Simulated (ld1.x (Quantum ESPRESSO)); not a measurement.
Varying the ultrasoft potential for Co

Base potential:

cobalt, ultrasoft, made with ld1.x (Quantum ESPRESSO) 7.5 (LDA (PZ), scalar-relativistic). Core [Ne], reference 3s2 3p6 3d7 4s1 4p1. Waves: 3s (bound): rcut 1.30, rcutus 1.50 bohr; 4s (bound): rcut 1.30, rcutus 1.50 bohr; 3p (bound): rcut 1.10, rcutus 1.15 bohr; 4p (bound): rcut 1.10, rcutus 1.15 bohr; 3d (bound): rcut 0.90, rcutus 1.15 bohr; 3d channel at 0.2 Ry: rcut 0.90, rcutus 1.15 bohr. Local part: all-electron potential smoothed inside 1.25 bohr (lloc = -2). Core correction: a·sin(br)/r model core inside 0.65 bohr. Augmentation charge: PSQ, radius 0.95 bohr.

All-electron outer shells of the reference configuration (LDA (PZ), scalar-relativistic, ld1.x):

| shell | level (eV) | outermost node (bohr) | outermost maximum (bohr) |
| --- | --- | --- | --- |
| 2s | -898.85 | 0.08 | 0.21 |
| 2p | -771.21 | – | 0.17 |
| 3s | -103.71 | 0.31 | 0.67 |
| 3p | -67.36 | 0.28 | 0.68 |
| 3d | -10.25 | – | 0.66 |
| 4s | -6.84 | 0.96 | 2.26 |
| 4p | -2.26 | 1.05 | 3.05 |

Cutoffs, loose and tight: the cutoffs (Ry, on a coarse ladder) from which the occupation-weighted sum of valence levels, in a spherical-Bessel basis at the reference potential, stays within 10 and 1 mRy of its value at 400 Ry. They do not see the model core or the augmentation charge, which bear on the density cutoff. Test errors are all-electron minus pseudo excitation energies from the reference, over the configurations 3s2 3p6 3d7 4s2 4p0; 3s2 3p6 3d7 4s1 4p0; 3s2 3p6 3d7 4s0 4p0; 3s1 3p6 3d7 4s2 4p0; 3s2 3p6 3d6 4s2 4p0; 3s2 3p6 3d5 4s0 4p0; 3s2 3p6 3d7 4s1.5 4p0 (two spin-polarised tests are not counted in the largest error). A dash means not determined; rows that change the core or the reference have their own tests.

Cutoffs are not given where the Bessel-basis levels miss the radial ones by over 6 mRy, ghosts where they miss by over 20 mRy; a channel whose overlap is not positive is not tested.

```tsv
change	outcome	cutoff, loose	cutoff, tight	bound ghosts	largest test error (meV)
base	generated	100 Ry	180 Ry	none	-92
all radii but the core radius scaled by about 0.78 (s 1.16, p 0.90, d 0.90 bohr, rcut 1.02/0.86/0.70); local potential all-electron potential smoothed inside 0.98 bohr (lloc = -2); augmentation PSQ, radius 0.74 bohr	failed: chargeps: negative rho	–	–	–	–
all radii but the core radius scaled by about 0.92 (s 1.38, p 1.06, d 1.06 bohr, rcut 1.20/1.00/0.82); local potential all-electron potential smoothed inside 1.14 bohr (lloc = -2); augmentation PSQ, radius 0.88 bohr	failed: chargeps: negative rho	–	–	–	–
all radii but the core radius scaled by about 1.28 (s 1.92, p 1.48, d 1.48 bohr, rcut 1.66/1.40/1.16); local potential all-electron potential smoothed inside 1.60 bohr (lloc = -2); augmentation PSQ, radius 1.22 bohr	failed: chargeps: negative rho	–	–	–	–
all radii but the core radius scaled by about 1.39 (s 2.10, p 1.60, d 1.60 bohr, rcut 1.82/1.54/1.26); local potential all-electron potential smoothed inside 1.74 bohr (lloc = -2); augmentation PSQ, radius 1.32 bohr	failed: chargeps: negative rho	–	–	–	–
```

(1) What comes out with this change to the base: all radii but the core radius scaled by about 1.23 (s 1.84, p 1.42, d 1.42 bohr, rcut 1.60/1.34/1.10); local potential all-electron potential smoothed inside 1.54 bohr (lloc = -2); augmentation PSQ, radius 1.16 bohr?

(2) What comes out with this change to the base: all radii but the core radius scaled by about 0.84 (s 1.26, p 0.96, d 0.96 bohr, rcut 1.10/0.92/0.76); local potential all-electron potential smoothed inside 1.04 bohr (lloc = -2); augmentation PSQ, radius 0.80 bohr?

(3) What comes out with this change to the base: all radii but the core radius scaled by about 1.13 (s 1.70, p 1.30, d 1.30 bohr, rcut 1.48/1.26/1.02); local potential all-electron potential smoothed inside 1.42 bohr (lloc = -2); augmentation PSQ, radius 1.08 bohr?

## Answers

(1) outcome: generated; cutoff, loose: 70 Ry; cutoff, tight: 100 Ry; bound ghosts: none; largest test error (meV): test run stopped at test 1 of 9 (negative rho).

(2) outcome: generated, overlap not positive; bound ghosts: not determined (overlap not positive); largest test error (meV): test run stopped at test 1 of 9 (negative rho). A file whose overlap is not positive is unfit for use, and its test errors describe a broken file.

(3) outcome: generated; cutoff, loose: 80 Ry; cutoff, tight: 140 Ry; bound ghosts: none; largest test error (meV): test run stopped at test 1 of 9 (negative rho).

Reading the sweep of the scale of all radii but the core radius (base = 1) (base included, trends over the rows without a ghost): The generation fails at 0.78, 0.92, 1.28, 1.39.
